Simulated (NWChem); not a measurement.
Molecule: ZnOH, doublet; SMILES [OH][Zn]

```xyz
3

Zn    -0.0075    -0.4290     0.0000
O     -0.0731     1.3868     0.0000
H      0.8104     1.7757     0.0000
```
Atoms are numbered in this order, from 1.

All runs: NWChem. Pople sets run with spherical d functions. Spin-unrestricted. In the optimisation the excess spin sits in a' (Cs, its own frame). Geometry: optimised at PBE0/def2-SVP, spin-unrestricted. The spin multiplicity was typed, not searched, and may not be the lowest. No stability test was run on the SCF state.

For level PBE/3-21G:

```
Property                     Result
---------------------------  ------
highest occupied level (eV)   -4.60
dipole (D)                     1.44
```

### Question
How do the values read with level PBE/6-31G* instead?

### Answer
The highest occupied level (eV) is -4.79. The dipole (D) is 1.55.
